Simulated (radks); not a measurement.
Species: Ne IV. Configuration: [He] 2s1 2p3 3d1 (not the ground configuration). All-electron calculation, scalar-relativistic Kohn-Sham, SCAN, spin-unpolarised, spherical densities, finite nucleus; meta-GGA in the generalised Kohn-Sham scheme; Fermi nuclear charge, rms radius 3.0055 fm. Program: a radial shooting solver on a logarithmic mesh with Libxc functionals.

Normalised radial functions P(r) = r R(r), r in bohr:

```
   r/bohr * 1s, o 2s (the largest magnitude, 2.27, reaches the edge; | marks zero, & curves that meet)
  0.01626                             |  o      *
  0.01833                             |  o       *
  0.02067                             |  o        *
  0.02312                             |   o        *
  0.02607                             |   o          *
  0.02939                             |   o           *
  0.03287                             |    o           *
  0.03706                             |    o             *
  0.04179                             |    o              *
  0.04712                             |     o              *
   0.0527                             |     o                *
  0.05942                             |     o                 *
    0.067                             |      o                 *
  0.07494                             |      o                  *
  0.08449                             |      o                   *
  0.09526                             |     o                    *
   0.1074                             |     o                    *
   0.1201                             |     o                    *
   0.1355                             |    o                    *
   0.1527                             |   o                    *
   0.1708                             |  o                   *
   0.1926                             | o                  *
   0.2172                             o                  *
   0.2448                           o |                *
   0.2739                         o   |             *
   0.3088                       o     |          *
   0.3482                     o       |        *
   0.3894                   o         |      *
   0.4391                 o           |    *
    0.495                o            |  *
   0.5582               o             | *
   0.6243               o             |*
   0.7039               o             |*
   0.7936                o            *
   0.8877                 o           *
    1.001                   o         *
    1.128                     o       *
    1.272                      o      *
    1.423                        o    *
    1.605                          o  *
    1.809                           o *
    2.024                            o*
    2.282                            o*
    2.572                             &
      2.9                             &
    3.244                             &
    3.658                             &
    4.124                             &
    4.613                             &
    5.201                             &
    5.864                             &
    6.612                             &
    7.396                             &
    8.338                             &
```

1s: eigenvalue -945.19 eV, 0 radial nodes, <r> = 0.157 bohr, 90 % of the charge inside 0.281 bohr. 2s: eigenvalue -119.13 eV, 1 radial node at r = 0.216 bohr, <r> = 0.769 bohr, 90 % of the charge inside 1.19 bohr.
